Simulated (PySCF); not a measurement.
These are PySCF with r2SCAN-D4/def2-TZVP values and carry that method's errors. All species are isolated molecules in the gas phase. One relaxed conformer stands for a flexible species; it need not be the lowest. Delta-SCF ions had no search for a lower state. Excitations are Tamm–Dancoff values on a coarser integration grid. The basis has no diffuse functions, so Rydberg states are missing or too high.

Reference species (SMILES): `C(/C)=C/N` (neutral, multiplicity 1).

| Quantity | Result |
|---|---|
| vertical ionisation energy (Delta-SCF) | 7.83 eV |
| S1 oscillator strength | 0.007 |
| T1 excitation (TDA) | 3.98 eV |
| S1–T1 gap (TDA) | 1.77 eV |

Changed species: `C=C(N)C`.

Question: Predict the effect on the vertical ionisation energy (Delta-SCF), S1 oscillator strength, T1 excitation (TDA) and S1–T1 gap (TDA).

Answer: the vertical ionisation energy (Delta-SCF) goes up by 0.16 eV, to 7.99 eV; the S1 oscillator strength rises by 0.012, to 0.019; the T1 excitation (TDA) increases by 0.08 eV, to 4.06 eV; the S1–T1 gap (TDA) goes up by 0.10 eV, to 1.87 eV.
